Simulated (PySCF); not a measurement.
Tb(2+): ionisation energy

Tb(2+) [Xe] 4f9 [4f5/2^6 4f7/2^3, M_J = 15/2] → Tb(3+) [Xe] 4f8 [4f5/2^6 4f7/2^2, M_J = 6], as a difference of total energies. Calculation: PySCF 2.14, in x2c-TZVPall-2c; the two-component X2C-1e Hamiltonian. Correlated levels: [Ar] 3d10 frozen; the 18 highest virtual spinors dropped. "Screened" scales the spin-orbit matrix elements by Boettger's factors to mimic the two-electron term; Breit and QED terms are absent.

Order these methods by the ionisation energy they give, lowest first.
A. GMP2 (screened spin-orbit)
B. GMP2 (spin-free)
C. GHF (screened spin-orbit)
D. GHF (spin-free)

D (17.640 eV), C (17.752 eV), B (21.323 eV), A (21.442 eV).

The spin-free rows relax to the high-spin LS determinant and lack the spin-orbit shift.

The labels give the starting determinants; with spin-orbit coupling the two ends relaxed to ⟨J²⟩ = 63.77, ⟨L²⟩ = 30.56, ⟨S²⟩ = 8.64 and ⟨J²⟩ = 42.02, ⟨L²⟩ = 12.34, ⟨S²⟩ = 11.88.

For comparison: 21.82 ± 0.03 eV (semi-empirical (NIST evaluation); NIST Atomic Spectra Database, ionization energies).
